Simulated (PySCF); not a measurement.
**Which element holds O most strongly?**

PBE in PySCF with aug-pcseg-1 on every atom, for the lowest determinant that a PBE0 search found; no spin–orbit coupling. D0 is De less the harmonic zero-point energy.

```csv
M,state (unpaired electrons),Re (Å),ωe (cm⁻¹),D0(MO) (eV)
P,doublet (π ↑),1.520,1156,6.25
As,doublet (π ↑),1.671,909,5.21
C,singlet (closed shell),1.143,2129,11.47
B,doublet (σ ↑),1.219,1841,8.81
Ga,doublet (σ ↑),1.733,722,4.62
```

Q: Order the elements by D0 and give the energy of GaO + B → BO + Ga.

A: C > B > P > As > Ga; ΔE = 4.62 − 8.81 = -4.19 eV at PBE/aug-pcseg-1. Close neighbours can swap at other levels.

Spin–orbit coupling is left out. States were picked by a PBE0 search and need not be the measured ground states.
